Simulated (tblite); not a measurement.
Species: C₅H₆GeN₂Se.
SMILES with atom numbers: `[N:1]#[C:2][Ge@@H:3]([NH2:4])[c:5]1[cH:6][cH:7][cH:8][se:9]1` (hydrogens: H10 on Ge3; H11, H12 on N4; H13 on C6; H14 on C7; H15 on C8)

Computed with GFN2-xTB (tblite), gas phase: L-BFGS steps from a force-field or distance-geometry start until the largest atomic force falls under 0.01 eV/Å.

Step 23: E = -669.8020 eV
```
atom  x, y, z in Å  |  force x, y, z in eV/Å
N1     -2.7793    0.5120   -2.7700   -0.033  -0.017  -0.016
C2     -2.3557    0.3995   -1.7129    0.012  -0.014  -0.064
Ge3    -1.5705    0.3090    0.0390    0.050  -0.016  -0.027
N4     -2.4289   -1.0401    0.8656   -0.025  -0.067   0.009
C5      0.3349   -0.0417   -0.0306    0.099  -0.018   0.002
C6      1.2790    0.8945    0.2772    0.050   0.040   0.015
C7      2.6210    0.4705    0.1746    0.004   0.006  -0.002
C8      2.7709   -0.8180   -0.2245   -0.018  -0.030   0.001
Se9     1.1449   -1.6509   -0.5220   -0.084  -0.030  -0.007
H10    -1.7415    1.7122    0.5834   -0.058   0.091   0.092
H11    -3.4314   -0.9908    0.9772    0.008   0.000  -0.039
H12    -2.0209   -1.4234    1.7049    0.025   0.018   0.030
H13     1.0164    1.8944    0.5818   -0.048   0.049   0.019
H14     3.4533    1.1158    0.3968    0.017   0.028   0.003
H15     3.7033   -1.3351   -0.3623    0.000  -0.041  -0.016
```

Step 24: E = -669.8036 eV
```
atom  x, y, z in Å  |  force x, y, z in eV/Å
N1     -2.7800    0.5025   -2.7698   -0.016  -0.014   0.042
C2     -2.3581    0.4021   -1.7103    0.006  -0.022  -0.126
Ge3    -1.5693    0.3152    0.0404    0.006  -0.026   0.008
N4     -2.4277   -1.0372    0.8658    0.023  -0.042  -0.024
C5      0.3370   -0.0370   -0.0263    0.042  -0.019  -0.003
C6      1.2831    0.8973    0.2799   -0.010   0.045   0.013
C7      2.6217    0.4700    0.1745    0.069  -0.021  -0.009
C8      2.7685   -0.8193   -0.2246   -0.016  -0.031   0.000
Se9     1.1400   -1.6478   -0.5181   -0.076  -0.047  -0.014
H10    -1.7457    1.7207    0.5843   -0.048   0.062   0.085
H11    -3.4320   -1.0049    0.9668    0.027   0.010  -0.025
H12    -2.0166   -1.4230    1.7025   -0.002   0.023   0.029
H13     1.0198    1.8966    0.5842   -0.036   0.068   0.024
H14     3.4559    1.1126    0.3940    0.037   0.041   0.009
H15     3.6991   -1.3399   -0.3652   -0.008  -0.027  -0.011
```

Step 25: E = -669.8050 eV
```
atom  x, y, z in Å  |  force x, y, z in eV/Å
N1     -2.7816    0.4947   -2.7701   -0.008  -0.009   0.067
C2     -2.3593    0.4038   -1.7098    0.011  -0.028  -0.136
Ge3    -1.5680    0.3198    0.0415   -0.030  -0.014   0.034
N4     -2.4266   -1.0360    0.8657    0.061  -0.017  -0.051
C5      0.3396   -0.0335   -0.0228   -0.018   0.000   0.000
C6      1.2867    0.9003    0.2822   -0.045   0.032   0.006
C7      2.6233    0.4692    0.1743    0.096  -0.035  -0.012
C8      2.7666   -0.8212   -0.2247   -0.016  -0.021   0.001
Se9     1.1346   -1.6462   -0.5153   -0.040  -0.040  -0.012
H10    -1.7506    1.7284    0.5872   -0.036   0.013   0.066
H11    -3.4321   -1.0156    0.9580    0.047   0.016  -0.013
H12    -2.0129   -1.4219    1.7013   -0.027   0.026   0.026
H13     1.0214    1.8994    0.5865   -0.015   0.057   0.021
H14     3.4586    1.1110    0.3919    0.045   0.034   0.008
H15     3.6959   -1.3444   -0.3678   -0.024  -0.015  -0.005
```

Question: Estimate the geometry and energy of step 26. (The exact step hangs on the optimiser's Hessian estimate; all steps are aligned on step 25, rigid shifts and turns removed.)

Answer: E = -669.8062 eV, largest force 0.105 eV/Å
```
atom  x, y, z in Å  |  force x, y, z in eV/Å
N1     -2.7838    0.4884   -2.7709   -0.011  -0.004   0.055
C2     -2.3595    0.4047   -1.7109    0.027  -0.033  -0.096
Ge3    -1.5676    0.3233    0.0424   -0.045   0.012   0.037
N4     -2.4249   -1.0357    0.8647    0.077  -0.006  -0.061
C5      0.3417   -0.0307   -0.0202   -0.060   0.026   0.006
C6      1.2894    0.9030    0.2840   -0.044   0.012  -0.001
C7      2.6257    0.4680    0.1739    0.071  -0.026  -0.007
C8      2.7653   -0.8234   -0.2247   -0.018  -0.004   0.003
Se9     1.1298   -1.6460   -0.5133    0.001  -0.012  -0.003
H10    -1.7566    1.7343    0.5921   -0.024  -0.034   0.042
H11    -3.4312   -1.0231    0.9510    0.061   0.018  -0.006
H12    -2.0103   -1.4197    1.7008   -0.043   0.027   0.021
H13     1.0220    1.9026    0.5887    0.013   0.022   0.009
H14     3.4616    1.1104    0.3905    0.036   0.010   0.001
H15     3.6939   -1.3484   -0.3699   -0.041  -0.006  -0.001
```

The energy changes by -0.0013 eV. The first-order estimate −F·Δx gives -0.0017 eV and the mean of the old and new forces, exact on a quadratic surface, -0.0013 eV. The step makes an angle of 71° with the force vector and moves no atom by more than 0.010 Å.

What follows is the cost of the whole relaxation. The run took 0.74 s of wall time on Arm Neoverse N1, one thread, no GPU, on a shared host.
